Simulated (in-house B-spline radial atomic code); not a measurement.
## Ir²⁺: [He] 2s1 2p6 3s2 3p6 3d10 4s2 4p6 4d10 4f14 5s2 5p6 5d7 6s1 (with a hole in an inner shell)

Computed with a radial B-spline atomic code at the basis-set limit: Dirac-Kohn-Sham PBE, spherical fractional occupations, Fermi nucleus of rms radius 5.4032 fm.

Z_r = [3n² - l(l+1)]/(2<r>); Z_e = n√(-2ε); the last column is Slater's effective charge. Values are occupation-weighted means over j. An effective charge above Z reflects the relativistic contraction of the inner shells.

```json
{"shell": "1s", "electrons": "2", "ε (eV)": "-76336", "<r> (bohr)": "0.01743", "Z_r": "86.04", "Z_e": "74.90", "Slater": "76.70"}
{"shell": "2s", "electrons": "1", "ε (eV)": "-13505", "<r> (bohr)": "0.07271", "Z_r": "82.52", "Z_e": "63.01", "Slater": "73.20"}
{"shell": "2p", "electrons": "6", "ε (eV)": "-11878", "<r> (bohr)": "0.0654", "Z_r": "76.45", "Z_e": "59.09", "Slater": "73.20"}
{"shell": "3s", "electrons": "2", "ε (eV)": "-3201.5", "<r> (bohr)": "0.1884", "Z_r": "71.66", "Z_e": "46.02", "Slater": "66.60"}
{"shell": "3p", "electrons": "6", "ε (eV)": "-2715.8", "<r> (bohr)": "0.1883", "Z_r": "66.38", "Z_e": "42.38", "Slater": "66.60"}
{"shell": "3d", "electrons": "10", "ε (eV)": "-2140.7", "<r> (bohr)": "0.1707", "Z_r": "61.50", "Z_e": "37.63", "Slater": "56.85"}
{"shell": "4s", "electrons": "2", "ε (eV)": "-706.12", "<r> (bohr)": "0.4187", "Z_r": "57.32", "Z_e": "28.82", "Slater": "50.25"}
{"shell": "4p", "electrons": "6", "ε (eV)": "-543.41", "<r> (bohr)": "0.443", "Z_r": "51.92", "Z_e": "25.28", "Slater": "50.25"}
{"shell": "4d", "electrons": "10", "ε (eV)": "-331.15", "<r> (bohr)": "0.4688", "Z_r": "44.80", "Z_e": "19.73", "Slater": "38.85"}
{"shell": "5s", "electrons": "2", "ε (eV)": "-123.84", "<r> (bohr)": "0.9589", "Z_r": "39.11", "Z_e": "15.09", "Slater": "20.35"}
{"shell": "4f", "electrons": "14", "ε (eV)": "-96.127", "<r> (bohr)": "0.5143", "Z_r": "35.00", "Z_e": "10.63", "Slater": "27.45"}
{"shell": "5p", "electrons": "6", "ε (eV)": "-80.271", "<r> (bohr)": "1.098", "Z_r": "33.25", "Z_e": "12.14", "Slater": "20.35"}
{"shell": "5d", "electrons": "7", "ε (eV)": "-28.584", "<r> (bohr)": "1.518", "Z_r": "22.73", "Z_e": "7.25", "Slater": "7.90"}
{"shell": "6s", "electrons": "1", "ε (eV)": "-23.162", "<r> (bohr)": "2.463", "Z_r": "21.93", "Z_e": "7.83", "Slater": "5.25"}
```

The least bound orbital is 6s1/2 at -23.16 eV, and it is also the most diffuse (<r> = 2.463 bohr). The part-filled 2s shell lies below the filled 5p shell in orbital energy.

Spin-orbit splittings of the orbital energies (j = l + 1/2 above j = l - 1/2 when positive): 2p 1644 eV, 3p 365.2 eV, 3d 80.65 eV, 4p 86.94 eV, 4d 16.55 eV, 4f 3.489 eV, 5p 14.57 eV, 5d 1.571 eV.

For the 1s electron the small component carries 8.5 % of the norm, the zero-frequency Breit interaction raises the level by 270.8 eV, self-energy by 176.3 eV, and vacuum polarisation lowers it by 34.89 eV.
